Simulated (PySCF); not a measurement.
Interval between two levels of Ti by level of theory

Ti [Ar] 3d2 4s2 [3F4, M_J = 4] → Ti [Ar] 3d2 4s1 4p1 [5G6, M_J = 6], as a difference of total energies. Computed with PySCF 2.14 in x2c-TZVPall-2c with one added diffuse shell each of s, p, d type (7s8p5d1f, 63 functions), with the two-component X2C-1e Hamiltonian. Correlated levels: [Ne] frozen; the 6 highest virtual spinors dropped. "Screened" scales the spin-orbit matrix elements by Boettger's factors to mimic the two-electron term; Breit and QED terms are absent.

```
                    method  interval between two levels (cm⁻¹)
           GHF (spin-free)                              7604.1
          GMP2 (spin-free)                               13798
 GHF (screened spin-orbit)                              7693.5
GMP2 (screened spin-orbit)                               13895
```

Errors of the correlated levels include the incompleteness of this basis and the frozen core.

The labels give the starting determinants; with spin-orbit coupling the two ends relaxed to ⟨J²⟩ = 20.02, ⟨L²⟩ = 12.01, ⟨S²⟩ = 2.01 and ⟨J²⟩ = 42.01, ⟨L²⟩ = 20.01, ⟨S²⟩ = 6.00.

For comparison: 16072 cm⁻¹ (measured; NIST Handbook of Basic Atomic Spectroscopic Data (Sansonetti and Martin, J. Phys. Chem. Ref. Data 34, 1559 (2005))).
